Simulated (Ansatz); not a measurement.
Mulliken charges of CH$_{4}$BrFOSi, SMILES `O[SiH2]C(F)Br` from r2SCAN/def2-TZVPP in Ansatz (PBE0-D4/def2-TZVP geometry).

```tsv
atom	x (Å)	y (Å)	z (Å)	charge (e)
O1	-1.768	0.432	0.335	-0.401
Si2	-0.604	-0.633	-0.096	0.498
C3	1.105	0.204	-0.127	0.078
F4	1.415	0.678	1.125	-0.200
Br5	1.092	1.692	-1.384	-0.120
H6	-1.674	0.897	1.168	0.207
H7	-0.921	-1.124	-1.453	-0.062
H8	-0.481	-1.754	0.875	-0.091
H9	1.924	-0.438	-0.459	0.092
```

Task: By hand: the dipole of these point charges (1 e Å = 4.8032 D).

Result: Σ q r = (0.012, -0.437, -0.041) e Å, of length 0.439 e Å = 2.11 D.

Task: How does the dipole of the full density compare? (An estimate is asked.)

Result: Computed: (0.001, -0.266, 0.173) e Å, 1.52 D; the point charges give 1.39 times that, at 38° from its direction.

Point charges leave out the atoms' own dipoles, such as those of lone pairs, and Mulliken's split depends on the basis, so the two needn't agree.
